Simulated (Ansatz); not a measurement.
CH$_{7}$Cl$_{2}$NSi$_{2}$ (SMILES CN([SiH2]Cl)[SiH2]Cl), singlet, at a GFN2-xTB geometry; Ansatz (a first-principles code) with CASSCF(6,6)/STO-3G.

Here is a job for Ansatz.
Ansatz 0.2 input:
```yaml
crystal:
  periodic: [false, false, false]
  atoms:
    - {symbol: Si, position_ang: [1.56964768, 0.41939511, -0.58824428]}
    - {symbol: Cl, position_ang: [2.82559492, -0.83087213, 0.35986714]}
    - {symbol: N, position_ang: [-0.00650766, 0.34183171, 0.13150221]}
    - {symbol: C, position_ang: [-0.11038950, 0.84994393, 1.49245701]}
    - {symbol: Si, position_ang: [-1.32381750, -0.60795994, -0.47273267]}
    - {symbol: Cl, position_ang: [-3.01748977, 0.42151967, -0.15501344]}
    - {symbol: H, position_ang: [1.43690371, 0.00188067, -1.97284189]}
    - {symbol: H, position_ang: [2.05734923, 1.78275540, -0.40812694]}
    - {symbol: H, position_ang: [0.23662020, 0.10988397, 2.21835590]}
    - {symbol: H, position_ang: [-1.14333630, 1.10332657, 1.72394540]}
    - {symbol: H, position_ang: [0.49633741, 1.74806153, 1.60454140]}
    - {symbol: H, position_ang: [-1.44525934, -1.88325383, 0.23319846]}
    - {symbol: H, position_ang: [-1.11013448, -0.75624049, -1.90316552]}
basis:
  gaussian:
    orbitals: STO-3G
hamiltonian:
  xc: hf
magnetization: {spin_polarized: false}
correlation: {active_space: {window: {electrons: 6, orbitals: 6}}}
```

The log (banner, timings and long lists left out):

```
Functional definition: HF
628 factors; integrals over basis functions are off by at most 3.1e-5 eV
mean field evaluation 1: about -42875.9513 eV, gradient 2.3e1 eV
mean field evaluation 2: about -42876.1174 eV, gradient 2.3e1 eV
mean field evaluation 4: about -42878.3813 eV, gradient 1.5e0 eV
mean field evaluation 8: about -42878.3914 eV, gradient 2.0e-2 eV
mean field -42878.39136139 eV, -1575.7518185134 hartree, gradient 2.7e-6 eV, S^2 0.000000; 0 other end points of the search recorded, 0 dependent functions left out
reference -42878.39136139 eV, -1575.7518185134 hartree; 41, 41 occupied and 12, 12 virtual orbitals, 628 factors
state -42879.83526180 eV, -1575.8048808751 hartree
Total energy: -42879.83526180 eV, -1575.8048808751 hartree
```
